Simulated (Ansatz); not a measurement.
Job for Ansatz (a program for electronic structure): R-r2SCAN/def2-TZVPP on CH4O2Sn (SMILES C[O][Sn][OH]), a point of a torsion scan. Elements past Kr take the def2 small-core potentials; no spin–orbit coupling.

Ansatz 0.2 input:
```yaml
crystal:
  periodic: [false, false, false]
  atoms:
    - {symbol: C, position_ang: [-1.36997266, 0.29798996, -0.49345170]}
    - {symbol: O, position_ang: [-0.46030642, 0.46816427, 0.56038916]}
    - {symbol: Sn, position_ang: [1.11702732, 0.09049912, 1.75545533]}
    - {symbol: O, position_ang: [1.34626689, -1.93353602, 1.73034527]}
    - {symbol: H, position_ang: [-2.38743579, 0.44410438, -0.12148178]}
    - {symbol: H, position_ang: [-1.29724121, -0.70287115, -0.92706583]}
    - {symbol: H, position_ang: [-1.17308023, 1.03663772, -1.27476920]}
    - {symbol: H, position_ang: [0.87422912, -2.62225674, 1.26623975]}
basis:
  gaussian:
    orbitals: def2-TZVPP
hamiltonian:
  xc: {name: r2SCAN}
scf: {lower_state_search: off}
```

The head of its log:

```
WARN ansatz: RAYON_NUM_THREADS=1 ignored (pool sized by the plan → 1); use --threads N
Functional definition: r2SCAN
these checks for a lower state are left out or cut short: stability, starts, cluster_reference, orbital_swaps, neighbouring_geometries, increment
integrals: 0.10 GiB planned
1106 factors; their error is unknown
mean field: 0.74 GiB planned
mean field evaluation 1: about -11014.7837 eV, gradient 9.1e1 eV
mean field evaluation 2: about -10870.8456 eV, gradient 2.3e2 eV
```

Q: Predict the final total energy.

A: -405.3632 hartree.
